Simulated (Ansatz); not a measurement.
Reaction R1 → P1 + P2, each structure at its B3LYP-D3(BJ)/def2-TZVP stationary point, reached from a drawn start (curvature not checked).
R1: F3NbO (SMILES [O]=[Nb]([F])([F])[F]), charge 0, multiplicity 1.
P1, F2NbO (SMILES [O]=[Nb]([F])[F]) (charge 0, multiplicity 2):
```xyz
4

Nb    -0.021     0.000    -0.147
O      1.667    -0.009     0.039
F     -0.814     1.701     0.047
F     -0.832    -1.692     0.061
```
P2: F atom, charge 0, multiplicity 2.

P less R. No zero-point or thermal terms; singlets are restricted closed shells; open shells are unrestricted; no spin–orbit coupling. The spin states of the d-block species are the ones drawn and need not be the lowest.

Correlated levels freeze the cores.

Codes used: Ansatz (Gaussian orbitals). No computed number here is a measurement. Elements past Kr take the def2 small-core potentials, without spin–orbit coupling.

| level | reaction energy (eV) |
|---|---|
| HF/def2-TZVPP | 4.202 |
| SVWN5/def2-TZVPP | 7.523 |
| r2SCAN/def2-TZVPP | 6.442 |
| B2PLYP/def2-TZVPP | 6.316 |
| SCS-MP2/def2-SVP | 6.353 |
| SCS-MP2/def2-TZVPP | 6.532 |
| CCSD/def2-TZVPP | ___ |
| CCSD/def2-QZVPP | ___ |
| CCSD(T)/def2-TZVPP | ___ |

Q: Fill in the missing entries.

A: 
- CCSD/def2-TZVPP, reaction energy (eV): 5.969
- CCSD/def2-QZVPP, reaction energy (eV): 6.045
- CCSD(T)/def2-TZVPP, reaction energy (eV): 6.173

Ansatz is an electronic-structure program.
